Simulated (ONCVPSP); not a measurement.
## Before and after: ONCV potential for iodine (I)

```json
{"Element": "iodine", "Generator": "ONCVPSP 4.0.1", "Type": "optimised norm-conserving Vanderbilt (ONCV)", "Functional": "PBEsol", "Relativity": "scalar-relativistic", "Frozen core": "[Kr] 4d10", "Valence charge": "7", "Reference configuration": "5s1.5 5p5.5", "Partial waves": "5s: rc 1.70 bohr, ncon 5, nbas 8, qcut 3.1 1/bohr, 2 projectors, debl 0.3 Ha; 5p: rc 1.90 bohr, ncon 3, nbas 7, qcut 3.5 1/bohr, 2 projectors, debl 1.8 Ha", "Local potential": "polynomial inside 1.60 bohr (lpopt 5, dvloc0 0 Ha)", "Core correction": "polynomial model core, fcfact 0.25"}
```

In the s channel the program set the typed energies aside and used -0.655, 0.250 Ha.

Change: p: qcut 4.6.

Cutoffs: the cutoffs (Ha) at which the residual kinetic energy of the hardest occupied pseudo-wave falls to 1 and 0.1 mHa per electron; they do not see the model core or the augmentation charge, which bear on the density cutoff. Errors are all-electron minus pseudo energies relative to the spin-unpolarised reference configuration.

Q: How do hardness, ghosts and transferability respond?

A: The potential gets neither clearly harder nor softer (23 Ha and 46 Ha → 23 Ha and 46 Ha); the s channel sets the loose cutoff, while the largest relative change is in p, which becomes softer; of the 4 tests that both files solve, the error grows in 4 and shrinks in 0 by more than 15 % and 0.3 meV (median size 5.3 → 7.6 meV); neither file shows a bound ghost.

```tsv
quantity	base	changed
cutoff, loose	23 Ha	23 Ha
cutoff, tight	46 Ha	46 Ha
loose cutoff by channel	s 23 Ha, p 13 Ha	s 23 Ha, p 8.4 Ha
bound ghosts	none	none
GHOST(+) flags under 300 eV	s at 23.2 eV, p at 111.6 eV	s at 23.2 eV, p at 112.5 eV
error for 5s2 5p5, meV [ΔE -5.20 eV]	-0.3	-2.0
error for 5s2 5p4, meV [ΔE 5.95 eV]	-1.5	-4.5
error for 5s2 5p3, meV [ΔE 25.84 eV]	-15	-18
error for 5s1 5p5, meV [ΔE 16.96 eV]	-9.0	-11
s: phases at 1.73 bohr within 0.05 rad from the reference energy up to (Ha; the scan ends near 5)	0.8	0.8
p: phases at 1.93 bohr within 0.05 rad from the reference energy up to (Ha; the scan ends near 5)	3.5	3.6
rms error of d²Exc/dni dnj with the model core, mHa	0.10	0.08
```
